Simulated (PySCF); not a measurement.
Molfile (atoms numbered from 1):
```
C5H9NSi
     RDKit          3D

 16 16  0  0  0  0  0  0  0  0999 V2000
    2.8052   -0.1927   -0.0069 C   0  0  0  0  0  0  0  0  0  0  0  0
    1.3332   -0.3600    0.1426 C   0  0  0  0  0  0  0  0  0  0  0  0
    0.6926    0.3072    0.9952 N   0  0  0  0  0  0  0  0  0  0  0  0
   -0.7116    0.2072    1.1340 C   0  0  2  0  0  0  0  0  0  0  0  0
   -1.4506   -0.9655    0.5254 C   0  0  0  0  0  0  0  0  0  0  0  0
   -2.3103   -0.4305   -0.3455 C   0  0  0  0  0  0  0  0  0  0  0  0
   -1.7749    1.3538   -0.0428 Si  0  0  0  0  0  4  0  0  0  0  0  0
    3.3103   -1.1429    0.1621 H   0  0  0  0  0  0  0  0  0  0  0  0
    3.1686    0.5429    0.7044 H   0  0  0  0  0  0  0  0  0  0  0  0
    3.0391    0.1329   -1.0201 H   0  0  0  0  0  0  0  0  0  0  0  0
    0.8634   -1.0888   -0.5350 H   0  0  0  0  0  0  0  0  0  0  0  0
   -0.9341    0.3331    2.1976 H   0  0  0  0  0  0  0  0  0  0  0  0
   -1.2867   -2.0027    0.7827 H   0  0  0  0  0  0  0  0  0  0  0  0
   -3.0296   -0.9562   -0.9549 H   0  0  0  0  0  0  0  0  0  0  0  0
   -1.0040    2.0136   -1.0927 H   0  0  0  0  0  0  0  0  0  0  0  0
   -2.7181    2.2577    0.6101 H   0  0  0  0  0  0  0  0  0  0  0  0
  1  2  1  0
  2  3  2  0
  3  4  1  0
  4  5  1  0
  5  6  2  0
  6  7  1  0
  7  4  1  0
  1  8  1  0
  1  9  1  0
  1 10  1  0
  2 11  1  0
  4 12  1  1
  5 13  1  0
  6 14  1  0
  7 15  1  0
  7 16  1  0
M  END
```

Theoretical values (PySCF 2.14): GIAO PBE0/pcSseg-1 shieldings, GFN2-xTB geometry. One averaged value for each set of equivalent atoms, no relativistic terms, no solvent model, a single conformation.

Shifts are taken against calculated references (same method and geometry level): TMS for 13C (186.93 ppm) and 1H (31.72 ppm) and 29Si (349.16 ppm); NH3 for 15N (267.73 ppm).

```csv
atoms,nucleus,count,δ (ppm)
C5,13C,1,169.3
H11,1H,1,?
H16,1H,1,5.25
N3,15N,1,385.5
C2,13C,1,155.4
H13,1H,1,?
Si7,29Si,1,-24.7
H8/H9/H10,1H,3,2.08
C4,13C,1,?
H14,1H,1,6.50
C1,13C,1,27.7
H15,1H,1,4.38
C6,13C,1,145.3
H12,1H,1,?
```

Q: Complete the table.

A: 
- C4: 64.1 ppm, allylic sp3 CH bonded to N and Si; pulled downfield by the heteroatom
- H11: 7.97 ppm, hydrogen on a C=N carbon
- H13: 7.54 ppm, hydrogen on an alkene CH; olefinic region
- H12: 5.07 ppm, hydrogen on an allylic sp3 CH bonded to N and Si; its carbon carries N, which withdraws density

Shifts are as computed. Against solution values, carbons near 30 ppm lie about +3 ppm off and those near 130 ppm about +5 ppm. Of 1211 compounds with measured shifts, 218 miss one by over three times the rms of a fit or turn the order of signals round; such compounds aren't used in these exercises. Experimental scales use liquid or dissolved standards, which lie at an offset from isolated NH3 (liquid NH3: subtract about 20 ppm). Unscaled 15N shifts of sp2 nitrogen come out 20 to 40 ppm too high even then.
